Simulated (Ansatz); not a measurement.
The cluster Mg2Br2. The state is a triplet with charge 0. Geometry r2SCAN-D4/def2-SVP, that of the charge +1 doublet.

```xyz
4

Mg    1.2519    0.8511    0.8051
Mg   -1.2541   -0.8468   -0.8082
Br   -1.1583    0.3601    1.4211
Br    1.1606   -0.3644   -1.4180
```

The structure comes from a short search, and lower isomers may exist.

**Question.** Estimate the α-spin orbital energies around the gap (eV) in Ansatz with PBE-D4/def2-TZVP, r2SCAN-D4/def2-TZVP, PBE0-D4/def2-TZVP.

**Answer.** 
```
orbital  PBE-D4/def2-TZVP  r2SCAN-D4/def2-TZVP  PBE0-D4/def2-TZVP
 HOMO−5             -8.35                -8.72              -9.67
 HOMO−4             -7.84                -8.21              -9.14
 HOMO−3             -7.67                -8.04              -8.93
 HOMO−2             -7.47                -7.84              -8.75
 HOMO−1             -4.47                -4.65              -5.28
   HOMO             -3.92                -4.09              -4.71
   LUMO             -1.65                -1.61              -1.04
 LUMO+1             -1.59                -1.51              -0.98
 LUMO+2             -1.01                -0.82              -0.38
 LUMO+3             -0.36                -0.03               0.28
 LUMO+4              0.16                 0.33               0.80
 LUMO+5              0.17                 0.53               0.81
 β HOMO             -7.44                -7.81              -8.72
 β LUMO             -3.21                -2.77              -2.46
```
